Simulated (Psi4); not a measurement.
P (SMILES [P+]), charge +1, triplet; WB97M-V/cc-pVTZ (Psi4).

Psi4 was given this input:
```
memory 2 GB

molecule mol {
1 3
P     0.000000    0.000000    0.000000
}

set {
  basis cc-pvtz
  reference uks
}

energy('wb97m-v')
print_variables()
```

Question: What does Psi4 print? Leave out banner, timings and long lists.

Answer: 
```
   => Loading Basis Set <=

    Name: CC-PVTZ
    Role: ORBITAL
    Keyword: BASIS

         ---------------------------------------------------------
                                   SCF
               by Justin Turney, Rob Parrish, Andy Simmonett
                          and Daniel G. A. Smith
                              UKS Reference
         ---------------------------------------------------------

  ==> Geometry <==

    Molecular point group: d2h
    Geometry (in Angstrom), charge = 1, multiplicity = 3:

       Center              X                  Y                   Z               Mass
    ------------   -----------------  -----------------  -----------------  -----------------
         P            0.000000000000     0.000000000000     0.000000000000    30.973761998420

  Running in d2h symmetry.

  Rotational constants: A = ************  B = ************  C = ************ [cm^-1]
  Rotational constants: A = ************  B = ************  C = ************ [MHz]
  Nuclear repulsion =    0.000000000000000

  Charge       = 1
  Multiplicity = 3
  Electrons    = 14
  Nalpha       = 8
  Nbeta        = 6

  ==> Algorithm <==

  SCF Algorithm Type is DF.
  DIIS enabled.
  MOM disabled.
  Fractional occupation disabled.
  Guess Type is CORE.
  Energy threshold   = 1.00e-06
  Density threshold  = 1.00e-06
  Integral threshold = 1.00e-12

  ==> Primary Basis <==

  Basis Set: CC-PVTZ
    Blend: CC-PVTZ
    Number of shells: 12
    Number of basis functions: 34
    Number of Cartesian functions: 39
    Spherical Harmonics?: true
    Max angular momentum: 3

  ==> DFT Potential <==

   => LibXC <=

    Version 7.1.2
    S. Lehtola, C. Steigemann, M. J. T. Oliveira, and M. A. L. Marques,  SoftwareX 7, 1–5 (2018) (10.1016/j.softx.2017.11.002)

   => Composite Functional: WB97M-V <=

    wB97M-V Hyb-GGA Exchange-Correlation Functional

    N. Mardirossian and M. Head-Gordon,  J. Chem. Phys. 144, 214110 (2016) (10.1063/1.4952647)

    Deriv               =              1
    GGA                 =           TRUE
    Meta                =           TRUE

    Exchange Hybrid     =           TRUE
    MP2 Hybrid          =          FALSE

   => Exchange-Correlation Functionals <=

    1.0000   wB97M-V exchange-correlation functional

   => Exact (HF) Exchange <=

    0.8500            HF,LR [omega = 0.3000]
    0.1500               HF

   => LibXC Density Thresholds  <==

    XC_HYB_MGGA_XC_WB97M_V:  1.00E-13

   => VV10 Non-Local Parameters <=

    VV10 B              =     6.0000E+00
    VV10 C              =     1.0000E-02

   => Molecular Quadrature <=

    Radial Scheme          =       TREUTLER
    Pruning Scheme         =           NONE
    Nuclear Scheme         =       TREUTLER

    Blocking Scheme        =         OCTREE
    BS radius alpha        =              1
    Pruning alpha          =              1
    Radial Points          =             75
    Spherical Points       =            302
    Total Points           =          20536
    Total Blocks           =            212
    Max Points             =            254
    Max Functions          =             34
    Weights Tolerance      =       1.00E-15

   => Loading Basis Set <=

    Name: (CC-PVTZ AUX)
    Role: JKFIT
    Keyword: DF_BASIS_SCF

  ==> Integral Setup <==

  SCF_SUBTYPE=INCORE selected. In-core MEM_DF algorithm will be used.
  Using in-core AOs.

  ==> MemDFJK: Density-Fitted J/K Matrices <==

    J tasked:                   Yes
    K tasked:                   Yes
    wK tasked:                  Yes
    Omega:                3.000E-01
    Algorithm:                 Core
    Schwarz Cutoff:           1E-12
    Mask sparsity (%):       0.0000
    Fitting Condition:        1E-10

   => Auxiliary Basis Set <=

  Basis Set: (CC-PVTZ AUX)
    Blend: CC-PVTZ-JKFIT
    Number of shells: 37
    Number of basis functions: 121
    Number of Cartesian functions: 145
    Spherical Harmonics?: true
    Max angular momentum: 4

  Minimum eigenvalue in the overlap matrix is 2.0767620959E-02.
  Reciprocal condition number of the overlap matrix is 9.1450396380E-03.
    Using symmetric orthogonalization.

  ==> Pre-Iterations <==

  SCF Guess: Core (One-Electron) Hamiltonian.

   -------------------------------------------------------
    Irrep   Nso     Nmo     Nalpha   Nbeta   Ndocc  Nsocc
   -------------------------------------------------------
     Ag         9       9       3       3       3       0
     B1g        2       2       0       0       0       0
     B2g        2       2       0       0       0       0
     B3g        2       2       0       0       0       0
     Au         1       1       0       0       0       0
     B1u        6       6       1       1       1       0
     B2u        6       6       2       1       1       1
     B3u        6       6       2       1       1       1
   -------------------------------------------------------
    Total      34      34       8       6       6       2
   -------------------------------------------------------

  ==> Iterations <==

                           Total Energy        Delta E     RMS |[F,P]|

   @DF-UKS iter   1:  -333.20221508025742   -3.33202e+02   2.99583e-01 ADIIS
   @DF-UKS iter   2:  -339.81909218912881   -6.61688e+00   1.66156e-01 ADIIS
   @DF-UKS iter   3:  -340.78861445099875   -9.69522e-01   4.79840e-02 DIIS/ADIIS
   @DF-UKS iter   4:  -340.87000964724535   -8.13952e-02   4.81472e-03 DIIS/ADIIS
   @DF-UKS iter   5:  -340.87062411719234   -6.14470e-04   1.41223e-04 DIIS/ADIIS
   @DF-UKS iter   6:  -340.87062551302853   -1.39584e-06   1.68047e-05 DIIS
   @DF-UKS iter   7:  -340.87062555501876   -4.19902e-08   2.24191e-06 DIIS
   @DF-UKS iter   8:  -340.87062555582776   -8.08996e-10   2.18091e-07 DIIS
  Energy and wave function converged.

  ==> Post-Iterations <==

   Electrons on quadrature grid:
      Nalpha   =    8.0000000007 ; deviation = 6.611e-10
      Nbeta    =    6.0000000007 ; deviation = 6.611e-10
      Ntotal   =   14.0000000013 ; deviation = 1.322e-09

   @Spin Contamination Metric:   1.755570408E-03
   @S^2 Expected:                2.000000000E+00
   @S^2 Observed:                2.001755570E+00
   @S   Expected:                1.000000000E+00
   @S   Observed:                1.000000000E+00

    Orbital Energies [Eh]
    ---------------------

    Alpha Occupied:

       1Ag   -77.840608     2Ag    -7.161202     1B1u   -5.278057
       1B3u   -5.274874     1B2u   -5.274874     3Ag    -1.033998
       2B3u   -0.668468     2B2u   -0.668468

    Alpha Virtual:

       2B1u   -0.407766     4Ag     0.043444     5Ag     0.047271
       1B1g    0.047271     1B2g    0.048341     1B3g    0.048341
       6Ag     0.055418     3B1u    0.076069     3B3u    0.083519
       3B2u    0.083519     7Ag     0.950759     2B1g    0.950759
       2B2g    0.961053     2B3g    0.961053     8Ag     0.961655
       4B1u    1.042568     1Au     1.042568     4B3u    1.042736
       4B2u    1.042736     5B3u    1.045584     5B2u    1.045584
       5B1u    1.052844     6B3u    1.569350     6B2u    1.569350
       6B1u    1.604949     9Ag     2.320569

    Beta Occupied:

       1Ag   -77.830354     2Ag    -7.150854     1B1u   -5.271820
       1B3u   -5.252561     1B2u   -5.252561     3Ag    -0.946476

    Beta Virtual:

       2B1u   -0.375555     2B3u   -0.341442     2B2u   -0.341442
       4Ag     0.061568     3B1u    0.082561     5Ag     0.092383
       1B2g    0.096020     1B3g    0.096020     3B3u    0.103556
       3B2u    0.103556     6Ag     0.122043     1B1g    0.122043
       7Ag     1.007862     2B2g    1.015414     2B3g    1.015414
       8Ag     1.042726     2B1g    1.042726     4B1u    1.107472
       4B3u    1.112583     4B2u    1.112583     5B1u    1.130733
       1Au     1.130733     5B3u    1.160066     5B2u    1.160066
       6B1u    1.633886     6B3u    1.681262     6B2u    1.681262
       9Ag     2.378781

    Final Occupation by Irrep:
             Ag   B1g   B2g   B3g    Au   B1u   B2u   B3u
    DOCC [     3,    0,    0,    0,    0,    1,    1,    1 ]
    SOCC [     0,    0,    0,    0,    0,    0,    1,    1 ]
    NA   [     3,    0,    0,    0,    0,    1,    2,    2 ]
    NB   [     3,    0,    0,    0,    0,    1,    1,    1 ]

  @DF-UKS Final Energy:  -340.87062555582776

   => Energetics <=

    Nuclear Repulsion Energy =              0.0000000000000000
    One-Electron Energy =                -465.7661681790350485
    Two-Electron Energy =                 142.4839933958477047
    DFT Exchange-Correlation Energy =     -17.6497697647827003
    Empirical Dispersion Energy =           0.0000000000000000
    VV10 Nonlocal Energy =                  0.0613189921423407
    Total Energy =                       -340.8706255558277007

  UHF NO Occupations:
  HONO-2 :    3 Ag 1.9991228
  HONO-1 :    2B3u 1.0000000
  HONO-0 :    2B2u 1.0000000
  LUNO+0 :    4 Ag 0.0008772
  LUNO+1 :    2B1u 0.0000003
  LUNO+2 :    5 Ag 0.0000002
  LUNO+3 :    3B2u 0.0000002

Computation Completed

Properties will be evaluated at   0.000000,   0.000000,   0.000000 [a0]

Properties computed using the SCF density matrix

 Multipole Moments:

 ------------------------------------------------------------------------------------
     Multipole            Electronic (a.u.)      Nuclear  (a.u.)        Total (a.u.)
 ------------------------------------------------------------------------------------

 L = 1.  Multiply by 2.5417464519 to convert [e a0] to [Debye]
 Dipole X            :          0.0000000            0.0000000            0.0000000
 Dipole Y            :          0.0000000            0.0000000            0.0000000
 Dipole Z            :          0.0000000            0.0000000            0.0000000
 Magnitude           :                                                    0.0000000

 ------------------------------------------------------------------------------------

  Variable Map:
  ----------------------------------------------------------------------------
  "CURRENT ENERGY"              =>    -340.870625555828
  "CURRENT REFERENCE ENERGY"    =>    -340.870625555828
  "DD SOLVATION ENERGY"         =>       0.000000000000
  "DFT FUNCTIONAL TOTAL ENERGY" =>    -340.870625555828
  "DFT TOTAL ENERGY"            =>    -340.870625555828
  "DFT VV10 ENERGY"             =>       0.061318992142
  "DFT XC ENERGY"               =>     -17.649769764783
  "GRID ELECTRONS ALPHA"        =>       8.000000000661
  "GRID ELECTRONS BETA"         =>       6.000000000661
  "GRID ELECTRONS TOTAL"        =>      14.000000001322
  "NUCLEAR REPULSION ENERGY"    =>       0.000000000000
  "ONE-ELECTRON ENERGY"         =>    -465.766168179035
  "PCM POLARIZATION ENERGY"     =>       0.000000000000
  "PE ENERGY"                   =>       0.000000000000
  "SCF ITERATION ENERGY"        =>    -340.870625555828
  "SCF ITERATIONS"              =>       8.000000000000
  "SCF TOTAL ENERGY"            =>    -340.870625555828
  "TWO-ELECTRON ENERGY"         =>     142.483993395848
  "XC GRID RADIAL POINTS"       =>      75.000000000000
  "XC GRID SPHERICAL POINTS"    =>     302.000000000000
  "XC GRID TOTAL POINTS"        =>   20536.000000000000

  Array Variable Map:
  ----------------------------------------------------------------------------
  "CURRENT DIPOLE"              =>       0.000000000000 ... 0.000000000000 1 by 3
  "SCF DIPOLE"                  =>       0.000000000000 ... 0.000000000000 1 by 3
  "SCF TOTAL ENERGIES"          =>    -333.202215080257 ... -340.870625555828 1 by 8
```
